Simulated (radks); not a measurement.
Charge is removed step by step from the 3d5/2 level of Zn, starting from [Ar] 3d(3/2: 4, 5/2: 6) 4s2. Method: Dirac Kohn-Sham, LDA (Slater exchange, Perdew-Wang correlation), spin-unpolarised, spherical densities, point nucleus; computed with a radial shooting solver on a logarithmic mesh with Libxc functionals.

| removed (e) | E - E(0) (eV) | eigenvalue (eV) | E minus straight line (eV) |
|---|---|---|---|
| 0 | 0.000 | -10.281 | 0.000 |
| 0.1 | 1.100 | -11.719 | -0.706 |
| 0.2 | 2.345 | -13.201 | -1.266 |
| 0.3 | 3.741 | -14.725 | -1.675 |
| 0.4 | 5.292 | -16.290 | -1.930 |
| 0.5 | 7.001 | -17.894 | -2.026 |
| 0.6 | 8.872 | -19.537 | -1.961 |
| 0.7 | 10.909 | -21.217 | -1.729 |
| 0.8 | 13.116 | -22.932 | -1.327 |
| 0.9 | 15.497 | -24.683 | -0.752 |
| 1 | 18.054 | -26.468 | 0.000 |

Removing the whole electron costs 18.054 eV by Delta-SCF, against 10.281 eV from minus the eigenvalue at the starting occupation. Slater's transition state (half an electron removed) gives 17.894 eV. Integrating minus the eigenvalue over the occupation (Janak's theorem) gives 18.054 eV. The mean slope of the eigenvalue, de/dn, is 16.2 eV per electron.
